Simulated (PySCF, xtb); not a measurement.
C3H5BF2, SMILES FB1CC[C@@H]1F.

GFN2-xTB (xtb 6.7.1) at its own geometry gives an orbital gap of 4.15 eV and a dipole moment of 3.02 D.

Geometry optimised at PBE-D3(BJ)/def2-SVP. The structure was generated by enumeration; whether it is a known compound was not checked.

Q: What does PySCF with r2SCAN/def2-TZVP give? (The exact figures need the calculation; the answer reports its results.)

A: gap 5.63 eV (levels -7.05 and -1.42 eV), dipole 2.43 D.
